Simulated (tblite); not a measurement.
Species: C₅H₄F₃NS.
Bonds: C1–C2, C2–C3 (aromatic), C3–C4 (aromatic), C4–C5, C5–F6, C5–F7, C5–F8, C4–N9 (aromatic), N9–S10 (aromatic), C2–S10 (aromatic). Hydrogens: H11, H12, H13 on C1; H14 on C3.

Computed with GFN2-xTB (tblite), gas phase: Langevin dynamics at 300 K from the optimised GFN2-xTB geometry, time step 0.5 fs, friction 0.01 fs⁻¹, 2000 steps.

Start geometry:
```
atom  x, y, z in Å
C1     -2.569    0.083    0.264
C2     -1.161   -0.305    0.015
C3     -0.054    0.492   -0.101
C4      1.087   -0.299   -0.337
C5      2.477    0.229   -0.516
F6      2.998   -0.085   -1.711
F7      2.513    1.569   -0.426
F8      3.329   -0.236    0.409
N9      0.891   -1.595   -0.400
S10    -0.672   -1.952   -0.181
H11    -2.937   -0.379    1.179
H12    -3.207   -0.248   -0.554
H13    -2.651    1.163    0.358
H14    -0.046    1.563   -0.025
```

The statistics below take the 31 frames saved every 25 fs from 250 to 1000 fs; their kinetic temperature (all 3N coordinates) averages 305 K.

**Question.** How do the bond lengths spread?

**Answer.** 
| bond | start (Å) | mean (Å) | standard deviation (Å) | shortest (Å) | longest (Å) |
| --- | --- | --- | --- | --- | --- |
| C1–C2 | 1.482 | 1.489 | 0.034 | 1.423 | 1.556 |
| C2–C3 | 1.370 | 1.372 | 0.031 | 1.307 | 1.438 |
| C3–C4 | 1.409 | 1.405 | 0.024 | 1.369 | 1.469 |
| C4–C5 | 1.498 | 1.511 | 0.032 | 1.446 | 1.568 |
| C5–F6 | 1.341 | 1.346 | 0.027 | 1.298 | 1.424 |
| C5–F7 | 1.344 | 1.349 | 0.023 | 1.306 | 1.405 |
| C5–F8 | 1.341 | 1.336 | 0.024 | 1.303 | 1.395 |
| C4–N9 | 1.312 | 1.311 | 0.026 | 1.265 | 1.363 |
| N9–S10 | 1.619 | 1.621 | 0.040 | 1.518 | 1.709 |
| C2–S10 | 1.729 | 1.735 | 0.035 | 1.669 | 1.800 |
| C1–H11 | 1.089 | 1.094 | 0.028 | 1.037 | 1.144 |
| C1–H12 | 1.089 | 1.093 | 0.027 | 1.034 | 1.161 |
| C1–H13 | 1.087 | 1.096 | 0.041 | 1.008 | 1.216 |
| C3–H14 | 1.073 | 1.075 | 0.023 | 1.040 | 1.141 |

**Question.** Give the same statistics for bond angles, one of each kind among heavy atoms.

**Answer.** 
```tsv
angle	start (°)	mean (°)	standard deviation (°)	smallest (°)	largest (°)
C1–C2–C3	129.0	130.4	3.9	123.9	139.0
C1–C2–S10	122.5	121.1	3.8	111.3	128.6
C3–C2–S10	108.4	108.1	2.4	103.4	113.9
C2–C3–C4	110.0	110.0	2.2	104.5	113.2
C3–C4–C5	125.0	123.9	6.0	110.7	138.4
C3–C4–N9	116.2	116.6	2.4	110.9	122.2
C5–C4–N9	118.8	119.2	5.2	105.1	127.7
C4–C5–F6	112.6	111.0	3.6	102.7	118.6
C4–C5–F7	111.6	111.3	3.1	105.2	121.2
F6–C5–F7	106.4	106.1	2.9	100.3	114.2
F6–C5–F8	106.7	107.3	2.8	102.1	112.1
C4–N9–S10	110.8	110.6	2.0	107.6	115.9
C2–S10–N9	94.5	94.5	1.7	90.3	97.2
```

**Question.** How far does each atom move about its mean position (frames aligned on the start, all atoms weighted alike), and what rms force does it feel?

**Answer.** 
```tsv
atom	rms displacement (Å)	rms force (eV/Å)
C1	0.08	2.20
C2	0.10	2.38
C3	0.17	2.04
C4	0.12	2.09
C5	0.07	1.56
F6	0.58	0.97
F7	0.61	0.81
F8	0.51	0.95
N9	0.21	1.67
S10	0.25	1.39
H11	1.02	1.04
H12	1.01	0.87
H13	1.05	1.28
H14	0.32	0.81
```

The displacements run from 0.07 to 1.05 Å, the largest at H13.

**Question.** Follow the torsion C3–C4–C5–F6 through every second one of these frames.

**Answer.** 
```csv
t (fs),C3–C4–C5–F6 (°)
250,-126
300,-111
350,-110
400,-103
450,-95
500,-83
550,-73
600,-74
650,-70
700,-52
750,-58
800,-45
850,-46
900,-49
950,-48
1000,-48
```

Largest departure from the start value over all these frames: C3–C4–C5–F6 83° (start -120°).

**Question.** How widely does the potential energy scatter, against a harmonic estimate?

**Answer.** Mean 0.45 eV above the start, standard deviation 0.112 eV, range 0.23 to 0.69 eV. For 36 classical harmonic modes at 300 K the canonical values are 36kT/2 = 0.47 eV and kT·√(36/2) = 0.110 eV.

The run is classical and short, so these are rough statistics of one trajectory.

What follows is the cost of the whole dynamics run. The run took 14 s of wall time on Intel Xeon Platinum 8488C, one thread, no GPU (shared host), and the process peaked at 0.18 GiB of memory.
